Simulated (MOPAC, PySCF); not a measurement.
C2H6AlF, SMILES `[CH3][Al]([CH3])[F]`, neutral singlet in the gas phase. 

Cartesian coordinates (Å):
SMILES: [CH3][Al]([CH3])[F]
```xyz
10

C      1.7407    -0.1199     0.0454
Al    -0.0464     0.6466     0.1416
C     -1.7088    -0.3290    -0.1332
F     -0.1629     2.2699     0.4872
H      2.5041     0.5599     0.4275
H      1.8029    -1.0559     0.6076
H      2.0014    -0.3614    -0.9900
H     -1.9012    -1.0066     0.7048
H     -2.5692     0.3361    -0.2238
H     -1.6608    -0.9515    -1.0311
```
Charge 0, multiplicity 1.

All levels are single points at this geometry (B3LYP-D3(BJ)/def2-TZVP); Pople sets use spherical d functions. Orbital energies aren't observables, and empty levels follow the basis.

```csv
level,HOMO (eV),LUMO (eV),gap (eV),dipole (D),"vertical IE, Delta-SCF (eV)"
PBE-D3(BJ)/def2-TZVP in PySCF,-6.62,-1.06,5.56,1.85,9.75
TPSSh-D3(BJ)/def2-TZVP in PySCF,-7.23,-0.57,6.66,1.82,9.87
B3LYP/6-31G* in PySCF,-7.43,-0.33,7.09,1.83,9.87
BP86/6-31G* in PySCF,-6.42,-0.87,5.55,1.78,–
HF/3-21G in PySCF,-10.91,2.56,13.48,2.12,–
PM7 in MOPAC,-11.11,1.12,12.23,2.24,–
```
